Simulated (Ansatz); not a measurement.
CH3F2NSi can be A, `C=N[SiH](F)F`, or B, `F/C=N/[SiH2]F`.

Gas-phase electronic energies from Ansatz, PBE0-D4/def2-TZVP geometries. CCSD(T)/CBS adds triple-zeta CCSD(T) − MP2 to the extrapolated MP2 energy (def2 sets, frozen cores). Functionals use def2-TZVPP. B3LYP here is the variant with VWN-RPA as its local correlation; programs differ in this. One conformer a species, not always the lowest.

(1) Which isomer does CCSD(T)/CBS put lower? Give the gap. (Estimate.)

(2) Give E(B) − E(A) in kJ/mol with r2SCAN-D4, CCSD(T)/def2-TZVPP, ωB97M-V, CCSD/def2-TZVPP, LDA (SPW92), B3LYP-D4, CCSD(T)/def2-SVP. (Estimate.)

(3) Does the order hold for the free energy at 298.15 K (harmonic terms from PBE0-D4)? (Best estimate.)

Largest T1 diagnostic: 0.013.

## Answers

(1) The calculation gave: A, by 177.3 kJ/mol.

(2) Ansatz gave: r2SCAN-D4 159.7, CCSD(T)/def2-TZVPP 172.4, ωB97M-V 165.3, CCSD/def2-TZVPP 175.1, LDA (SPW92) 141.3, B3LYP-D4 163.1, CCSD(T)/def2-SVP 148.1. None reverses the order clearly.

(3) Ansatz gave: Yes: G(B) − G(A) = +171.8 kJ/mol, for one conformer each.

From r2SCAN to r2SCAN0 (25 % exact exchange), in def2-TZVPP and without D4, E(B) − E(A) moves by +5.6 kJ/mol. At CCSD(T), def2-SVP lies −29.2 kJ/mol from the extrapolated value and def2-TZVPP −5.0 kJ/mol.
